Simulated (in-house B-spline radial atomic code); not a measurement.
# Rh VIII (Rh7+): [Kr] 4d2

Level of theory: non-relativistic B3LYP, spin-polarised, spherical fractional occupations, exact exchange averaged over the configuration, point nucleus; calculated with a B-spline radial code for spherical atoms.

Screening seen three ways: the hydrogenic charge with the same mean radius, Z_r = [3n² - l(l+1)]/(2<r>), the one with the same energy, Z_e = n√(-2ε), and Slater's rules. Values are occupation-weighted means over spin.

```csv
shell,electrons,ε (eV),<r> (bohr),Z_r,Z_e,Slater
1s,2,-22556,0.03385,44.31,40.72,44.70
2s,2,-3326.4,0.1472,40.76,31.27,40.85
2p,6,-3091.2,0.126,39.70,30.15,40.85
3s,2,-694.17,0.4021,33.58,21.43,33.75
3p,6,-600.75,0.3948,31.66,19.93,33.75
3d,10,-428.9,0.3687,28.48,16.84,23.85
4s,2,-189.19,0.9658,24.85,14.92,17.25
4p,6,-158.43,1.02,22.56,13.65,17.25
4d,2,-110.01,1.165,18.02,11.37,8.65
```

The least bound orbital is 4d up at -110 eV, and it is also the most diffuse (<r> = 1.165 bohr).
